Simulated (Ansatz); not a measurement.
CH$_{3}$BO$_{2}$S, SMILES `SC1OBO1`. Total charge 0; spin multiplicity 1.

```xyz
8

S    -0.388    0.054    1.901
C    -0.390   -0.220    0.130
O     0.727   -1.013   -0.247
B     1.053    0.079   -1.033
O    -0.003    0.892   -0.681
H    -1.613    0.602    1.928
H    -1.339   -0.639   -0.209
H     1.952    0.245   -1.787
```

List the harmonic frequencies (cm⁻¹, unscaled) at PBE0-D4/def2-TZVP in Ansatz. (Estimate.)

Ansatz gave: 182, 252, 317, 456, 765, 869, 895, 905, 940, 962, 1083, 1181, 1247, 1322, 1353, 2714, 2744, 3115.

Is this a minimum?

Yes, all 18 modes are real.

Give the ideal-gas thermochemistry at 298.15 K and 1 bar (rigid rotor, harmonic oscillator; point group C1, symmetry number 1).

Zero-point energy 127.4 kJ/mol; H(298) − E = 143.0 kJ/mol; entropy 302.3 J/(mol·K), of which translation 165.0, rotation 107.2, vibration 30.2; G(298) − E = 52.9 kJ/mol.

And at 400, 500, 600, 800 and 1000 K?


```tsv
T (K)	H − E (kJ/mol)	S (J/mol/K)	G − E (kJ/mol)
400	151.9	327.8	20.8
500	162.2	350.8	-13.2
600	173.9	372.0	-49.3
800	200.0	409.5	-127.6
1000	228.7	441.5	-212.8
```
